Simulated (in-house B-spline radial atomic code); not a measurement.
RPBE excitations of Ba⁸⁺

Method: RPBE. Computed with a B-spline radial code for spherical atoms: linear response of the closed shell [Kr] 4d10 5s2 with the functional's adiabatic kernel; scalar-relativistic (spin-free one-electron X2C), finite nucleus, no spin-orbit coupling, no double excitations, S, P, D and F terms only; shells from n = 3 respond. Only terms of natural parity with L up to 3 were computed.

Spin-orbit coupling is strong here, so these LS terms don't match observed levels.

Command:
```bash
python run_td.py task.json out
```
Settings (radii: box in bohr, nucleus in fm):
```
Z                        56
electrons                48
configuration            [Kr] 4d10 5s2
hamiltonian              x2c
method                   rpbe,pbe
box_radius               11.59
rms_radius               4.8378
intervals                69
```

Cost of the run: 1.5 s on 1 thread of Intel(R) Xeon(R) Platinum 8375C CPU @ 2.90GHz (Ice Lake), with other jobs on the host.

The lowest states, in the order of their Tamm-Dancoff energies; the method's threshold (minus the highest occupied level) is 124.15 eV. Labels give the largest channel, * marks a mixed state, and oscillator strengths are full-response dipole values. Semilocal kernels can invert the small singlet-triplet splittings of Rydberg terms. Energies in eV:

| state | full response | Tamm-Dancoff | oscillator strength |
| --- | --- | --- | --- |
| 5s → 5p 3P | 16.895 | 17.015 | - |
| 5s → 5p 1P | 21.891 | 22.585 | 1.56 |
| 5s → 4f 3F | ? | ? | - |
| 5s → 4f 1F | ? | ? | - |
| 5s → 5d 3D | 43.96 | 44.00 | - |
| 5s → 5d 1D | 45.87 | 45.91 | - |
| 5s → 6s 3S | 59.12 | 59.13 | - |
| 5s → 6s 1S | 60.23 | 60.29 | - |
| 5s → 6p 3P | 66.78 | 66.79 | - |
| 5s → 6p 1P | 67.21 | 67.24 | 0.161 |
| 5s → 5f 3F | 71.30 | 71.32 | - |
| 5s → 5f 1F | 71.55 | 71.56 | - |
| 5s → 6d 3D | 78.43 | 78.44 | - |
| 5s → 6d 1D | 78.83 | 78.84 | - |
| 5s → 7s 3S | 85.06 | 85.06 | - |
| 5s → 7s 1S | 85.36 | 85.37 | - |

(1) Where does 5s → 4f 3F lie?

(2) Where does 5s → 4f 1F lie?

(3) How large is the singlet-triplet splitting of 5s → 5p (P terms) in Tamm-Dancoff?

(4) What polarisabilities and dispersion coefficient does the method give?

Answers

(1) At 27.658 eV in full response, 27.720 eV in Tamm-Dancoff.

(2) At 28.757 eV in full response, 28.762 eV in Tamm-Dancoff.

(3) 5.57 eV, from the unrounded values.

(4) Dipole 3.079 bohr³, quadrupole 3.794 bohr⁵, C6 8.296 hartree·bohr⁶ for two such species.
